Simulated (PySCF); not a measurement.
**¹⁹F chemical shifts**

Theoretical values (PySCF 2.14): shieldings: GIAO PBE0/pcSseg-1, structure optimised with GFN2-xTB. One conformer, no solvent model, rapidly exchanging positions averaged, non-relativistic.

Shieldings were converted by a linear fit to measured shifts: ¹⁹F: δ = 146.13 − 0.903σ +14.6 on sp3 carbon (rms 6.0 ppm, 223 shifts, 7.0 ppm with the 5 outliers that the fit left out vs CFCl3, solution or neat liquid). Occasional misses reach two or three times the rms, and more in compound classes unlike the fitted ones.

**Question.** Give the ¹⁹F shifts of `CCO[C@@H](C)C(F)F`.

**Answer.** 
```csv
compound,environment,δ (ppm)
[CH3:1][CH2:2][O:3][C@@H:4]([CH3:5])[CH:6]([F:7])[F:8],F7: fluorine of a CF2 group,-112.9
[CH3:1][CH2:2][O:3][C@@H:4]([CH3:5])[CH:6]([F:7])[F:8],F8: fluorine of a CF2 group,-123.1
```

**Question.** Match the shifts 8.9, -67.8, -77.7, -114.1 ppm to `CS(=O)(=O)c1ccc(F)s1`, `CCN[SiH2]NCC(F)(F)F`, `Cc1cccc(C(=O)F)c1`, `N[SiH2]NCCCC(F)(F)F`.

**Answer.** 8.9: Cc1cccc(C(=O)F)c1 (fluorine bonded to C); -67.8: N[SiH2]NCCCC(F)(F)F (fluorine of a CF3 group); -77.7: CCN[SiH2]NCC(F)(F)F (fluorine of a CF3 group); -114.1: CS(=O)(=O)c1ccc(F)s1 (aryl fluorine).
